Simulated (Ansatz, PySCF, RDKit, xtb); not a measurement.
Noncovalent pair: HCl (SMILES Cl) (first 2 atoms) with C2H3N (SMILES CC#N); geometry from B3LYP-D3(BJ)/def2-TZVP, rigid monomers moved along the line of their centres of mass till H2···N5 is 3.53 Å.
(charge 0, multiplicity 1):
```xyz
8

Cl     0.2453     1.0091    -1.1470
H      0.2503     0.5969     0.0858
C      0.2726    -1.3455     5.8953
C      0.2676    -0.8850     4.5177
N      0.2639    -0.5210     3.4298
H     -0.4213    -2.1780     6.0124
H      1.2732    -1.6768     6.1736
H     -0.0301    -0.5361     6.5597
```

Counterpoise-corrected where a basis set is named; no monomer relaxation. Rows marked so take none. RDKit's UFF carries no charges.

Cores are frozen in the correlated methods. Rows in 6-31G* carry no dispersion term and start afresh at each structure (6-31G* with six Cartesian d functions).

Programs: Ansatz (an electronic-structure program) with Gaussian orbitals; PySCF for 6-31G* rows, the dispersion terms; RDKit for the force fields; xtb for the GFN methods. Values without a source in brackets are computed.

```
level                            interaction energy (kcal/mol)
-------------------------------  -----------------------------
UFF                                                      -0.15
GFN1-xTB                                                 -1.01
HF/aug-cc-pV(D+d)Z                                       -1.89
BP86/6-31G* (no counterpoise)                            -1.88
B3LYP-D3(BJ)/def2-TZVPPD                                 -1.87
B3LYP-D4/def2-TZVPPD                                     -1.89
PBE0-D3(BJ)/def2-TZVPPD                                  -1.98
M06-2X/6-31G* (no counterpoise)                              …
MP2/aug-cc-pV(D+d)Z                                      -2.00
```

Q: What belongs in the gaps?

A: 
- M06-2X/6-31G* (no counterpoise), interaction energy (kcal/mol): -2.12
